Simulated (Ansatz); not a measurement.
An input meant for In3O10H11⁺, a hydroxylated oxide cluster (charge 1, doublet; scaled by 1.12).

```yaml
crystal:
  periodic: [false, false, false]
  atoms:
    - {symbol: In, position_ang: [-4.184264, 1.148077, -1.938960]}
    - {symbol: In, position_ang: [1.710593, 5.084140, 1.335000]}
    - {symbol: In, position_ang: [1.452071, -3.902395, 0.786469]}
    - {symbol: O, position_ang: [1.296391, -8.442362, -2.782376]}
    - {symbol: O, position_ang: [-3.784980, -3.664911, 0.653156]}
    - {symbol: O, position_ang: [3.344893, -7.816723, 3.225289]}
    - {symbol: O, position_ang: [-8.510091, 0.708794, -4.253958]}
    - {symbol: O, position_ang: [-3.138766, 3.245999, 2.823707]}
    - {symbol: O, position_ang: [0.579689, -0.926034, -3.325444]}
    - {symbol: O, position_ang: [-1.775718, 5.858630, -2.821972]}
    - {symbol: O, position_ang: [3.096210, 8.952225, 4.089898]}
    - {symbol: O, position_ang: [2.906888, 0.233200, 3.754050]}
    - {symbol: O, position_ang: [5.097383, 3.415053, -2.154016]}
    - {symbol: H, position_ang: [-0.998476, -8.852700, -3.302253]}
    - {symbol: H, position_ang: [1.874281, -9.957009, -1.000514]}
    - {symbol: H, position_ang: [-5.250021, -4.227805, 2.441039]}
    - {symbol: H, position_ang: [4.034416, -7.339225, 5.453253]}
    - {symbol: H, position_ang: [-9.246513, 2.868857, -4.947946]}
    - {symbol: H, position_ang: [-2.868488, 1.649956, 4.577105]}
    - {symbol: H, position_ang: [2.417693, 0.752593, -3.508987]}
    - {symbol: H, position_ang: [-0.532617, 5.895355, -4.860120]}
    - {symbol: H, position_ang: [1.150757, 9.990729, 4.998015]}
    - {symbol: H, position_ang: [5.248444, 0.186651, 4.231821]}
    - {symbol: H, position_ang: [6.080248, 5.138883, -3.472231]}
basis:
  gaussian: {orbitals: def2-TZVP, fitting: {mean_field: def2-universal-jkfit}}
total_charge: 1
magnetization: {spin_polarized: true, initial_magnetization: 1}
hamiltonian: {xc: {name: revPBE0}, dispersion: d3bj}
scf: {omitted_lower_state_checks: [starts]}
```

```sh
$ ansatz run in.yaml --threads 2 --pin off --events-out ev --progress --plain --max-ram 32768MiB --backend cuda --devices 0, --max-vram 18GiB
```

It prints (some lines left out):

```
Functional definition: revPBE0
1622 factors; integrals over basis functions are off by at most 1.3e0 eV
mean field evaluation 1: about -35772.9073 eV, gradient 2.0e2 eV
mean field evaluation 2: about -31596.0976 eV, gradient 3.7e2 eV
mean field evaluation 4: about -33677.1423 eV, gradient 3.4e2 eV
mean field evaluation 8: about -36033.8665 eV, gradient 4.1e1 eV
mean field evaluation 16: about -36094.9826 eV, gradient 9.3e0 eV
mean field evaluation 32: about -36096.6243 eV, gradient 1.5e-1 eV
mean field -36096.66710997 eV, -1326.5280490917 hartree, gradient 7.1e-6 eV, S^2 14.764204; 0 other end points of the search recorded, 0 dependent functions left out
reference -36096.66732540 eV, -1326.5280570085 hartree; 77, 76 occupied and 449, 450 virtual orbitals, 1622 factors
Total energy: -36096.91598582 eV, -1326.5371951106 hartree
Checks for a lower state left out: starts
```

(1) What is wrong with this run?

Results:

(1) The geometry is stretched to more than twice its size. The calculation finished and met its thresholds. The result belongs to that input, not to the species as meant. The charge 1 doublet is spin-contaminated (final ⟨S²⟩ up to 14.76, 0.75 for a pure state).
